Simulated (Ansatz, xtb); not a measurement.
## Relative energy of two isomers of ClH9Si4

Structure X is `[SiH3][SiH2][SiH2][SiH2]Cl`, a singlet and structure Y is `[SiH3][SiH]([SiH3])[SiH2]Cl`, a singlet. Both are isolated molecules in the gas phase, relaxed with B3LYP/def2-SVP; each stands in its lowest conformer found.

Question: Which of the two would you expect CCSD(T)/def2-SVP + ΔMP2/def2-TZVPP electronic energies to favour?

Answer: Structure Y; the calculation gives E(Y) − E(X) = −1.47 kcal/mol.

The same difference at several levels:

```tsv
level	geometry	E(Y) − E(X) (kcal/mol)	departure from the last row (kcal/mol)	job, with rough time for the two
GFN2-xTB	GFN2-xTB	+0.22	+1.69	optimisation, 0.53 s
HF/STO-3G	GFN2-xTB	+0.26	+1.72	single point, 0.66 s
r2SCAN-D4/def2-SVP	GFN2-xTB	−1.87	−0.40	single point, 5.2 s
B3LYP/def2-SVP	B3LYP/def2-SVP	−0.83	+0.63	optimisation, 1.7 min
HF/def2-SVP	B3LYP/def2-SVP	−1.40	+0.07	part of the CCSD(T) run
MP2/def2-SVP	B3LYP/def2-SVP	−1.97	−0.51	part of the CCSD(T) run
CCSD(T)/def2-SVP	B3LYP/def2-SVP	−1.53	−0.07	single point
CCSD(T)/def2-SVP + ΔMP2/def2-TZVPP	B3LYP/def2-SVP	−1.47		single point, 56 s
```

As drawn, both hold the same kinds of bond in the same numbers.

GFN2-xTB, HF/STO-3G find them nearly level. The largest departure from CCSD(T)/def2-SVP + ΔMP2/def2-TZVPP is that of HF/STO-3G, 1.72 kcal/mol. A small imaginary or near-zero mode remains, so no thermal terms are given. The last row adds to CCSD(T) the change of the MP2 difference between the two basis sets, here +0.07 kcal/mol.

The correlated steps freeze 25 core orbitals. Codes used: Ansatz 0.2.0, xtb 6.7.1; the last row on 2 threads of Intel(R) Xeon(R) Platinum 8488C (Sapphire Rapids) on a shared host.
